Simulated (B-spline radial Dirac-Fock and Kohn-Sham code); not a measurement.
## Compton profile of Zr³⁺

System: the Zr³⁺ ion in the configuration [Kr] 4d1, inside a Watson sphere of charge -3 and radius 2 Å (a model of the Madelung potential; inside it an electron's potential energy is raised by 21.6 eV).

Method: the impulse approximation on configuration-average Dirac-Fock orbitals. Computed with an atomic code on a B-spline grid. pz is in atomic units of momentum; subshell profiles are per electron, for a selection of subshells; open shells are spread over both j values by their weights.

```tsv
pz	J total	J 2p3/2	J 4p1/2	J 4d5/2
0	5.613	0.0392	0.326	0.332
0.1	5.601	0.0392	0.326	0.332
0.13	5.593	0.0392	0.326	0.332
0.18	5.575	0.0392	0.326	0.332
0.24	5.544	0.0392	0.325	0.332
0.33	5.481	0.0392	0.324	0.331
0.44	5.373	0.0392	0.320	0.329
0.6	5.151	0.0392	0.309	0.320
0.8	4.773	0.0392	0.284	0.295
1.1	4.079	0.0392	0.223	0.232
1.5	3.195	0.0392	0.132	0.138
2	2.467	0.0392	0.0525	0.0573
2.6	2.032	0.0390	0.0163	0.0169
3.6	1.602	0.0385	0.00980	0.00326
4.8	1.149	0.0373	0.00771	0.00256
6.4	0.7205	0.0343	0.00290	0.00204
8.7	0.4068	0.0282	0.000557	0.000954
12	0.2141	0.0184	0.000355	0.000266
16	0.1115	0.00953	0.000267	5.87e-05
21	0.05555	0.00383	0.000122	1.05e-05
28	0.02482	0.00107	3.50e-05	1.30e-06
```

J(0) = 5.613. The 4p3/2 subshell gives the largest part, 24 %.

Mean momentum ⟨p⟩ by subshell (a.u.): 1s1/2 35.4, 2s1/2 12.3, 2p1/2 16.5, 2p3/2 16.0, 3s1/2 5.58, 3p1/2 6.64, 3p3/2 6.49, 3d3/2 7.51, 3d5/2 7.46, 4s1/2 2.19, 4p1/2 2.37, 4p3/2 2.33, 4d3/2 2.04, 4d5/2 2.03.
